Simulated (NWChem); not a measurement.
Molecule: CH$_{3}$F$_{3}$Si; SMILES FC[SiH](F)F

```xyz
8

F      0.5985     1.9272     0.0000
C     -0.6138     1.2804     0.0000
Si    -0.3991    -0.5852     0.0000
F      0.4433    -1.0397     1.2968
F      0.4433    -1.0397    -1.2968
H     -1.1985     1.5879    -0.8874
H     -1.1985     1.5879     0.8874
H     -1.6984    -1.2961     0.0000
```
Atoms are numbered in this order, from 1.

Results from NWChem. Medium grid unless said otherwise, to which SCAN and Minnesota functionals are sensitive. Coordinates come from a PBE0/def2-SVP optimisation. Hybrids' shares of exact exchange are those that their runs print; pure functionals count as 0. The functionals differ in more than this share.

```
row              share of exact exchange  orbital gap (eV)
---------------  -----------------------  ----------------
PBE/def2-SVP                        0.00              6.99
r2SCAN/def2-SVP                     0.00              7.78
B3LYP/def2-SVP                      0.20              9.22
PBE0/def2-SVP                       0.25          withheld
PW6B95/def2-SVP                     0.28              9.86
```

Task: Fit a straight line of the last column on the one before it, predict the withheld value, and compare with the run.

Result: 
1. Means of the 4 shown rows: x = 0.120, y = 8.463. Slope Σ(x − x̄)(y − ȳ)/Σ(x − x̄)² = 0.5428/0.06080 = 8.928; intercept 7.391.
2. The shown rows scatter about the line by 0.281 (root mean square); the largest residual is -0.40, at PBE/def2-SVP.
3. At x = 0.25 (PBE0/def2-SVP; inside the shown range) the line gives 9.62.
4. The run gives 9.71, +0.09 from the line, 0.3 times the scatter.
